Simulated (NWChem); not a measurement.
Program: NWChem. System: selenium dioxide (O2Se), charge 0, spin multiplicity 1, at a geometry optimised with PBE0/def2-SVP. Level: CIS/def2-SVPD.

Job file:

```
start mol
memory heap 200 mb stack 900 mb global 1100 mb
geometry units angstroms nocenter noautoz
  O      1.352331     0.000000     0.585188
  Se     0.000000     0.000000    -0.275383
  O     -1.352331     0.000000     0.585188
  symmetry group C2v
end
basis spherical
  * library def2-svpd
end
dft
  xc hfexch
  semidirect memsize 60000000 filesize 0
  iterations 100
end
tddft
  cis
  nroots 5
  notriplet
  thresh 1e-4
end
task tddft energy
```

NWChem printed:

```
             Northwest Computational Chemistry Package (NWChem) 7.3.0
             --------------------------------------------------------

                                NWChem Input Module
                                -------------------

 Scaling coordinates for geometry "geometry" by  1.889725989
 (inverse scale =  0.529177249)

 Turning off AUTOSYM since
 SYMMETRY directive was detected!

                             Geometry "geometry" -> ""
                             -------------------------

 Output coordinates in angstroms (scale by  1.889725989 to convert to a.u.)

  No.       Tag          Charge          X              Y              Z
 ---- ---------------- ---------- -------------- -------------- --------------
    1 O                    8.0000     1.35233100     0.00000000     0.58518800
    2 Se                  34.0000     0.00000000     0.00000000    -0.27538300
    3 O                    8.0000    -1.35233100     0.00000000     0.58518800

 Effective nuclear repulsion energy (a.u.)     192.1133326348

            Nuclear Dipole moment (a.u.)
            ----------------------------
        X                 Y               Z
 ---------------- ---------------- ----------------
     0.0000000000     0.0000000000    -0.0000264562

      Symmetry information
      --------------------

 Group name             C2v
 Group number             16
 Group order               4
 No. of unique centers     2

      Symmetry unique atoms

     1    2


 Summary of "ao basis" -> "" (spherical)
 ------------------------------------------------------------------------------
       Tag                 Description            Shells   Functions and Types
 ---------------- ------------------------------  ------  ---------------------
 *                         def2-svpd                  on all atoms

  xc_inp: hfexch multiplicative factor not found.

                                 NWChem DFT Module
                                 -----------------

 Summary of "ao basis" -> "ao basis" (spherical)
 ------------------------------------------------------------------------------
       Tag                 Description            Shells   Functions and Types
 ---------------- ------------------------------  ------  ---------------------
 O                         def2-svpd                 9       23   4s3p2d
 Se                        def2-svpd                15       41   6s5p4d

 Summary of "ao basis" -> "ao basis" (spherical)
 ------------------------------------------------------------------------------
       Tag                 Description            Shells   Functions and Types
 ---------------- ------------------------------  ------  ---------------------
 O                         def2-svpd                 9       23   4s3p2d
 Se                        def2-svpd                15       41   6s5p4d

      Symmetry analysis of basis
      --------------------------

        a1         35
        a2         11
        b1         25
        b2         16

            General Information
            -------------------
          SCF calculation type: DFT
          Wavefunction type:  closed shell.
          No. of atoms     :     3
          No. of electrons :    50
           Alpha electrons :    25
            Beta electrons :    25
          Charge           :     0
          Spin multiplicity:     1
          Use of symmetry is: off; symmetry adaption is: on
          Maximum number of iterations: 100
          AO basis - number of functions:    87
                     number of shells:    33
          Convergence on energy requested:  1.00D-06
          Convergence on density requested:  1.00D-05
          Convergence on gradient requested:  5.00D-04

              XC Information
              --------------
                     Hartree-Fock (Exact) Exchange  1.000

          Convergence Information
          -----------------------
          Convergence aids based upon iterative change in
          total energy or number of iterations.
          Levelshifting, if invoked, occurs when the
          HOMO/LUMO gap drops below (HL_TOL):  1.00D-02
          DIIS, if invoked, will attempt to extrapolate
          using up to (NFOCK): 10 stored Fock matrices.

                    Damping( 0%)  Levelshifting(0.5)       DIIS
                  --------------- ------------------- ---------------
          dE  on:    start            ASAP                start
          dE off:    2 iters        100 iters           100 iters

      Screening Tolerance Information
      -------------------------------
          Density screening/tol_rho:  1.00D-10
          AO Gaussian exp screening on grid/accAOfunc:  14
          CD Gaussian exp screening on grid/accCDfunc:  20
          XC Gaussian exp screening on grid/accXCfunc:  20
          Schwarz screening/accCoul:  1.00D-08

      Superposition of Atomic Density Guess
      -------------------------------------

 Sum of atomic energies:       -2548.90242500

      Non-variational initial energy
      ------------------------------

 Total energy =   -2549.409810
 1-e energy   =   -3931.939950
 2-e energy   =    1190.416807
 HOMO         =      -0.353207
 LUMO         =      -0.143975

      Symmetry analysis of molecular orbitals - initial
      -------------------------------------------------

 !! scf_movecs_sym_adapt:   54 vectors were symmetry contaminated

  Symmetry fudging

 !! scf_movecs_sym_adapt:   10 vectors were symmetry contaminated

  Numbering of irreducible representations:

     1 a1          2 a2          3 b1          4 b2

  Orbital symmetries:
[...]
            -------------------
           No. of orbitals :     174
            Alpha orbitals :      87
             Beta orbitals :      87
        Alpha frozen cores :       0
         Beta frozen cores :       0
     Alpha frozen virtuals :       0
      Beta frozen virtuals :       0
         Spin multiplicity :       1
    Number of AO functions :      87
        Use of symmetry is : off
      Symmetry adaption is : on
         Schwarz screening :  0.10D-07

              XC Information
              --------------
              Hartree-Fock (Exact) Exchange   1.00

             TDDFT Information
             -----------------
          Calculation type : CIS
         Wavefunction type : Restricted singlets
          No. of electrons :      50
           Alpha electrons :      25
            Beta electrons :      25
              No. of roots :       5
          Max subspacesize :    5000
            Max iterations :     100
               Target root :       1
           Target symmetry : none
      Symmetry restriction : off
                 Algorithm : Optimal
        Davidson threshold :  0.10D-03

            Memory Information
            ------------------
          Available GA space size is         144171631 doubles
          Available MA space size is         144174676 doubles
          Length of a trial vector is         1550
          Algorithm : Incore multiple tensor contraction
          Estimated peak GA usage is          23583217 doubles
          Estimated peak MA usage is             13000 doubles

    5 smallest eigenvalue differences (eV)
--------------------------------------------------------
  No. Spin  Occ  Vir  Irrep   E(Occ)    E(Vir)   E(Diff)
--------------------------------------------------------
    1    1   25   26 b2       -0.485    -0.039    12.114
    2    1   24   26 b1       -0.487    -0.039    12.174
    3    1   23   26 a2       -0.520    -0.039    13.078
    4    1   25   27 a1       -0.485     0.057    14.751
    5    1   24   27 a2       -0.487     0.057    14.811
--------------------------------------------------------

  Entering Davidson iterations
  Restricted singlet excited states

  Iter   NTrls   NConv    DeltaV     DeltaE      Time
  ----  ------  ------  ---------  ---------  ---------
    1      5       0     0.28E+00   0.10+100        7.8
    2     10       0     0.82E-01   0.81E-01        6.9
    3     15       0     0.93E-01   0.46E-01        6.8
    4     20       0     0.67E-01   0.23E-01        7.7
    5     25       0     0.18E+00   0.27E-01        7.5
    6     30       0     0.32E-01   0.19E-01        7.1
    7     35       2     0.85E-02   0.71E-03        8.6
    8     38       3     0.35E-02   0.56E-04        7.8
    9     40       3     0.19E-02   0.60E-05        7.8
   10     42       3     0.73E-03   0.17E-05        7.0
   11     44       4     0.19E-03   0.13E-06        7.4
   12     45       5     0.88E-04   0.81E-08        6.2
  ----  ------  ------  ---------  ---------  ---------
  Convergence criterion met

  Ground state a1      -2549.038336738295 a.u.

  ----------------------------------------------------------------------------
  Root   1 singlet b2             0.133091980 a.u.                3.6216 eV
  ----------------------------------------------------------------------------
     Transition Moments    X -0.00000   Y -0.31924   Z -0.00000
     Transition Moments   XX -0.00000  XY -0.00000  XZ -0.00000
     Transition Moments   YY -0.00000  YZ  1.22319  ZZ -0.00000
     Dipole Oscillator Strength                    0.0090427661
     Electric Quadrupole                           0.0000000188
     Magnetic Dipole                               0.0000019741
     Total Oscillator Strength                     0.0090447590

          sigma_e =   1.5139 Angstrom
          sigma_h =   1.5937 Angstrom
         |d_h->e| =   0.2839 Angstrom
            d_exc =   2.1422 Angstrom
            d_CD1 =   0.3636 Angstrom
            d_CD2 =  -1.2699 Angstrom
            d_CD3 =   2.4260 Angstrom
     Pearson C.C. =   0.0670

     Occ.   20  b1  ---  Virt.   40  a2      -0.05961
     Occ.   21  a1  ---  Virt.   26  b2       0.08292
     Occ.   25  a1  ---  Virt.   26  b2       0.96748
     Occ.   25  a1  ---  Virt.   30  b2      -0.13411
     Occ.   25  a1  ---  Virt.   37  b2       0.11973
  ----------------------------------------------------------------------------
  Root   2 singlet a2             0.151441800 a.u.                4.1209 eV
  ----------------------------------------------------------------------------
     Transition Moments    X  0.00000   Y -0.00000   Z  0.00000
     Transition Moments   XX -0.00000  XY  0.21636  XZ  0.00000
     Transition Moments   YY -0.00000  YZ  0.00000  ZZ -0.00000
     Dipole Oscillator Strength                    0.0000000000
     Electric Quadrupole                           0.0000000009
     Magnetic Dipole                               0.0000005279
     Total Oscillator Strength                     0.0000005287

          sigma_e =   1.5133 Angstrom
          sigma_h =   1.5751 Angstrom
         |d_h->e| =   0.5453 Angstrom
            d_exc =   2.1609 Angstrom
            d_CD1 =   0.6071 Angstrom
            d_CD2 =  -0.9989 Angstrom
            d_CD3 =   2.7062 Angstrom
     Pearson C.C. =   0.0837

     Occ.   21  a1  ---  Virt.   40  a2      -0.07025
     Occ.   23  b1  ---  Virt.   26  b2       0.96863
     Occ.   23  b1  ---  Virt.   30  b2      -0.13072
     Occ.   23  b1  ---  Virt.   37  b2       0.14466
  ----------------------------------------------------------------------------
  Root   3 singlet b1             0.198862357 a.u.                5.4113 eV
  ----------------------------------------------------------------------------
     Transition Moments    X  0.81433   Y  0.00000   Z  0.00000
     Transition Moments   XX  0.00000  XY -0.00000  XZ  1.63739
     Transition Moments   YY -0.00000  YZ -0.00000  ZZ  0.00000
     Dipole Oscillator Strength                    0.0879142252
     Electric Quadrupole                           0.0000001123
     Magnetic Dipole                               0.0000000001
     Total Oscillator Strength                     0.0879143376

          sigma_e =   1.5567 Angstrom
          sigma_h =   1.5596 Angstrom
         |d_h->e| =   0.5780 Angstrom
            d_exc =   2.2105 Angstrom
            d_CD1 =   0.5809 Angstrom
            d_CD2 =  -0.9801 Angstrom
            d_CD3 =   2.7885 Angstrom
     Pearson C.C. =   0.0625

     Occ.   20  b1  ---  Virt.   31  a1       0.06748
     Occ.   20  b1  ---  Virt.   44  a1       0.06343
     Occ.   23  b1  ---  Virt.   27  a1       0.06548
     Occ.   23  b1  ---  Virt.   29  a1       0.11041
     Occ.   23  b1  ---  Virt.   31  a1      -0.13440
     Occ.   23  b1  ---  Virt.   35  a1       0.10034
     Occ.   23  b1  ---  Virt.   41  a1      -0.09913
     Occ.   23  b1  ---  Virt.   42  a1      -0.08031
     Occ.   23  b1  ---  Virt.   44  a1      -0.07361
     Occ.   24  a2  ---  Virt.   26  b2       0.90397
     Occ.   24  a2  ---  Virt.   30  b2      -0.11745
     Occ.   24  a2  ---  Virt.   37  b2       0.06107
     Occ.   25  a1  ---  Virt.   28  b1       0.13788
     Occ.   25  a1  ---  Virt.   32  b1       0.18910
     Occ.   25  a1  ---  Virt.   34  b1       0.06306
     Occ.   25  a1  ---  Virt.   45  b1      -0.08592
  ----------------------------------------------------------------------------
  Root   4 singlet b2             0.275060181 a.u.                7.4848 eV
  ----------------------------------------------------------------------------
     Transition Moments    X  0.00000   Y  0.19029   Z -0.00000
     Transition Moments   XX -0.00000  XY -0.00000  XZ -0.00000
     Transition Moments   YY  0.00000  YZ -0.99213  ZZ -0.00000
     Dipole Oscillator Strength                    0.0066401585
     Electric Quadrupole                           0.0000001091
     Magnetic Dipole                               0.0000004179
     Total Oscillator Strength                     0.0066406855

          sigma_e =   1.5254 Angstrom
          sigma_h =   1.5227 Angstrom
         |d_h->e| =   0.2503 Angstrom
            d_exc =   2.0529 Angstrom
            d_CD1 =   0.2530 Angstrom
            d_CD2 =  -1.2737 Angstrom
            d_CD3 =   2.3032 Angstrom
     Pearson C.C. =   0.1063

     Occ.   21  a1  ---  Virt.   26  b2       0.95530
     Occ.   21  a1  ---  Virt.   30  b2      -0.13441
     Occ.   21  a1  ---  Virt.   37  b2       0.12171
     Occ.   23  b1  ---  Virt.   36  a2      -0.09254
     Occ.   23  b1  ---  Virt.   40  a2      -0.11714
     Occ.   23  b1  ---  Virt.   50  a2       0.05775
     Occ.   25  a1  ---  Virt.   26  b2      -0.09156
  ----------------------------------------------------------------------------
  Root   5 singlet a2             0.282070114 a.u.                7.6755 eV
  ----------------------------------------------------------------------------
     Transition Moments    X -0.00000   Y -0.00000   Z  0.00000
     Transition Moments   XX  0.00000  XY -0.91335  XZ  0.00000
     Transition Moments   YY -0.00000  YZ  0.00000  ZZ  0.00000
     Dipole Oscillator Strength                    0.0000000000
     Electric Quadrupole                           0.0000000997
     Magnetic Dipole                               0.0000039265
     Total Oscillator Strength                     0.0000040262

          sigma_e =   1.5182 Angstrom
          sigma_h =   1.5561 Angstrom
         |d_h->e| =   0.5490 Angstrom
            d_exc =   2.1472 Angstrom
            d_CD1 =   0.5869 Angstrom
            d_CD2 =  -0.9882 Angstrom
            d_CD3 =   2.6962 Angstrom
     Pearson C.C. =   0.0883

     Occ.   18  b1  ---  Virt.   26  b2       0.05712
     Occ.   20  b1  ---  Virt.   26  b2       0.96247
     Occ.   20  b1  ---  Virt.   30  b2      -0.13266
     Occ.   20  b1  ---  Virt.   37  b2       0.12986
     Occ.   25  a1  ---  Virt.   36  a2      -0.08695
     Occ.   25  a1  ---  Virt.   40  a2      -0.10869

              Target root =      1
          Target symmetry = none
      Ground state energy =  -2549.038336738295
        Excitation energy =      0.133091979855
     Excited state energy =  -2548.905244758440

  stored tddft:energy   -2548.9052447584399

 Task  times  cpu:       91.7s     wall:       91.7s

 Total times  cpu:       91.8s     wall:       91.8s
```
